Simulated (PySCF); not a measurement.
Identify the unknown among the candidates.

All candidates are C5H8O3.

- Rotational structure: rotational constants A, B, C: 6.339, 0.820, 0.733 GHz [GFN2-xTB]
- UV, strongest line: among the 8 lowest singlet transitions: S3 at 6.42 eV (193 nm, f = 0.437) [TDDFT PBE0/def2-SVPD]
- Polarisability: 76.9 au [PBE0/def2-SVPD]
- Triplet: lowest triplet excitation (Tamm–Dancoff): 3.84 eV [TDA PBE0/def2-SVPD]
- UV, first state: lowest singlet excitation: 4.88 eV (254 nm, f = 0.000) [TDDFT PBE0/def2-SVPD]
- Dipole: 4.08 D [PBE0/def2-SVPD]

The electronic properties come from PySCF, for the isolated species, density fitting. Levels stand in brackets. The structure is a single GFN2-xTB conformer in the gas phase; no vibrational or solvent corrections.

Task: Which candidate is it?
A. `O=C(O)[C@H]1CCCO1`
B. `COCC(=C=O)OC`
C. `C[C@H](C=O)COC=O`
D. `COC/C=C/C(=O)O`

Result: D. It is `COC/C=C/C(=O)O`. Numbering: `[CH3:1][O:2][CH2:3]/[CH:4]=[CH:5]/[C:6](=[O:7])[OH:8]`. Its formula, C5H8O3, gives 2 degrees of unsaturation: 0 rings and 2 π bonds in the structure found. S1 is mainly HOMO−1→LUMO (weight 0.97); the largest Löwdin shares of the orbital it empties are 0.69 on the acid carbonyl oxygen, 0.12 on the acid hydroxyl oxygen, 0.09 on the carboxylic acid carbon and 0.06 on an alkene CH carbon, of the orbital it fills 0.28 on an alkene CH carbon, 0.18 on the carboxylic acid carbon, 0.18 on an alkene CH carbon and 0.17 on the acid carbonyl oxygen. The optimised geometry has point group Cs and is an asymmetric top.

The others, at the same levels:
- `COCC(=C=O)OC` fails: its computed lowest singlet excitation is 3.00 eV (413 nm, f = 0.000) (against 4.88 eV), lowest triplet excitation (Tamm–Dancoff) is 2.56 eV (against 3.84 eV) and static isotropic polarisability is 73.8 au (against 76.9 au).
- `C[C@H](C=O)COC=O` fails: its computed lowest singlet excitation is 4.34 eV (286 nm, f = 0.000) (against 4.88 eV), strongest line among the 8 lowest singlet transitions is S8 at 7.92 eV (157 nm, f = 0.045) (against S3 at 6.42 eV) and static isotropic polarisability is 69.2 au (against 76.9 au).
- `O=C(O)[C@H]1CCCO1` fails: its computed lowest singlet excitation is 5.52 eV (225 nm, f = 0.001) (against 4.88 eV), lowest triplet excitation (Tamm–Dancoff) is 5.02 eV (against 3.84 eV) and static isotropic polarisability is 67.6 au (against 76.9 au).

Each candidate is one conformer, not necessarily the lowest. Dipoles, sizes and rotational constants follow the conformer. The torsions of the flexible species, by atom-mapped SMILES:
- `[CH3:1][O:2][CH2:3]/[CH:4]=[CH:5]/[C:6](=[O:7])[OH:8]`: C1–O2–C3–C4 180°, O2–C3–C4–C5 0°, C4–C5–C6–O7 180°, H–O8–C6–C5 180°
- `[CH3:1][O:2][CH2:3][C:4](=[C:5]=[O:6])[O:7][CH3:8]`: C1–O2–C3–C4 -63°, O2–C3–C4–C5 -80°, C3–C4–O7–C8 109°
- `[CH3:1][C@H:2]([CH:3]=[O:4])[CH2:5][O:6][CH:7]=[O:8]`: C1–C2–C3–O4 -127°, C1–C2–C5–O6 -64°, C2–C5–O6–C7 -77°, C5–O6–C7–O8 1°

The conformers of `O=C(O)[C@H]1CCCO1` aren't listed.
